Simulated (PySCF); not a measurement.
## Radial density of Mo⁺ (molybdenum, charge +1)

UHF, [Kr] 4d4 5p1, one real determinant (an excited configuration). All numbers are calculated (PySCF 2.14, a scalar-relativistic core potential, in def2-TZVPPD with the def2 core potential (28 electrons)). This is the valence pseudo-density: the core potential removes the inner electrons and smooths the orbitals near the nucleus.

```json
{"r (bohr)": "0.0720", "4πr²ρ (e/bohr)": "3.805e-05", "4πr²(ρα − ρβ)": "0.0000"}
{"r (bohr)": "0.121", "4πr²ρ (e/bohr)": "0.0002527", "4πr²(ρα − ρβ)": "0.0000"}
{"r (bohr)": "0.204", "4πr²ρ (e/bohr)": "0.002846", "4πr²(ρα − ρβ)": "0.0007"}
{"r (bohr)": "0.342", "4πr²ρ (e/bohr)": "0.06888", "4πr²(ρα − ρβ)": "0.0147"}
{"r (bohr)": "0.576", "4πr²ρ (e/bohr)": "1.988", "4πr²(ρα − ρβ)": "0.2647"}
{"r (bohr)": "0.969", "4πr²ρ (e/bohr)": "10.66", "4πr²(ρα − ρβ)": "1.8478"}
{"r (bohr)": "1.63", "4πr²ρ (e/bohr)": "5.830", "4πr²(ρα − ρβ)": "2.4167"}
{"r (bohr)": "2.74", "4πr²ρ (e/bohr)": "0.9862", "4πr²(ρα − ρβ)": "0.8782"}
{"r (bohr)": "4.61", "4πr²ρ (e/bohr)": "0.2561", "4πr²(ρα − ρβ)": "0.2559"}
{"r (bohr)": "7.76", "4πr²ρ (e/bohr)": "0.01899", "4πr²(ρα − ρβ)": "0.0190"}
{"r (bohr)": "13.0", "4πr²ρ (e/bohr)": "7.901e-05", "4πr²(ρα − ρβ)": "0.0001"}
```

⟨L²⟩ = 8.03 against 12 for a pure F term, so this real determinant mixes terms. Energies and moments cover only the electrons outside the core potential.
